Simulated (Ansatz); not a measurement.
A structure relaxed at r2SCAN-D4/def2-TZVPD in Ansatz, charge -1, doublet:

```xyz
3

Zr    0.947   -1.239   -0.056
Zr   -1.223    0.089   -0.906
Zr    0.277    1.151    0.961
```

Task: Give its formula.

Result: the cluster Zr₃⁻.

Task: Summarise the bond lengths by kind (pairs closer than 1.2 times the sum of covalent radii, bridged metal pairs left out).

Result: 3 × Zr–Zr 2.62 to 2.68 Å.

In the def2 sets Zr takes a core potential; there is no spin–orbit coupling. The charge -1 doublet is spin-contaminated (final ⟨S²⟩ up to 2.97, 0.75 for a pure state). The highest occupied level of the charge -1 doublet lies above zero (up to 0.32 eV). Its loss leaves the charge 0 triplet, which lies 1.08 eV higher (vertical, at r2SCAN-D4/def2-TZVPD), but this difference is unsure: the triplet is doubtful (geometry relaxed on an unsound state). The relaxation made no stability test and no search for a lower SCF solution. At r2SCAN-D4/def2-TZVPD a quartet of charge -1 lies 0.25 eV below the doublet, each at its own geometry. That quartet is doubtful there (⟨S²⟩ 5.09, where a pure state has 3.75). The structure comes from a short search, and lower isomers may exist.
